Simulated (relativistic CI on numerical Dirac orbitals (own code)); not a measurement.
What each ingredient does to the levels of Dy39+

Base calculation: Dirac-Coulomb-Breit CI, orbitals from a KLI potential per configuration, a model potential for QED, unscaled Slater integrals.

CI space (outside the closed core [Ne]): 3s2 3p6 3d9, 3s2 3p5 3d10, 3s 3p6 3d10, 3s2 3p6 3d8 4s, 3s2 3p6 3d8 4p, 3s2 3p6 3d8 4d, 3s2 3p4 3d10 4s, 3s2 3p4 3d10 4p, 3s2 3p5 3d9 4s, 3s2 3p6 3d8 4f, 3s2 3p4 3d10 4d, 3s2 3p5 3d9 4p, 3s 3p5 3d10 4s, 3s2 3p6 3d7 4s2, 3s 3p5 3d10 4p, 3s2 3p5 3d9 4d. Levels of other configurations are missing.

The lowest level and the first level of each name with at least 55 % of one term (blank where a level has no safe partner in the second run):

```csv
Level,Base (eV),Shift (eV)
3s2 3p6 3d9 2D_5/2,0.00,0.00
3s2 3p6 3d9 2D_3/2,37.92,0.00
3s2 3p5 3d10 2P°_3/2,364.23,+0.24
3s2 3p5 3d10 2P°_1/2,539.72,+0.24
3s 3p6 3d10 2S_1/2,738.39,+0.40
3s2 3p6 3d8 4s 4F_9/2,1166.34,+1.88
3s2 3p6 3d8 4s 2F_7/2,1168.98,+1.88
3s2 3p6 3d8 4s 4F_7/2,1203.62,+1.88
3s2 3p6 3d8 4s 4F_5/2,1204.18,+1.88
3s2 3p6 3d8 4s 4P_3/2,1215.98,+1.88
3s2 3p6 3d8 4s 2G_9/2,1217.05,+1.88
3s2 3p6 3d8 4s 2G_7/2,1217.46,+1.88
3s2 3p6 3d8 4s 2P_1/2,1217.71,+1.88
3s2 3p6 3d8 4p 2P°_1/2,1267.97,+1.96
```

At this charge energies of transitions that change n are usually good to better than 1 %, and those within a shell (Δn = 0) to a few per cent.

**Question.** One thing was changed in a second run, which moved the levels as shown. Which?
A. configuration mixing switched off
B. Breit term removed
C. one mean potential for all configurations
D. P86 correlation estimate
E. QED terms removed

**Answer.** D. P86 correlation estimate. A correlation estimate moves all levels of a configuration together before mixing; mixed levels move by a weighted share.

LS names give the leading component of a level, which can be under half, so a name can repeat, a term be missing and a line seem to break the LS rules.
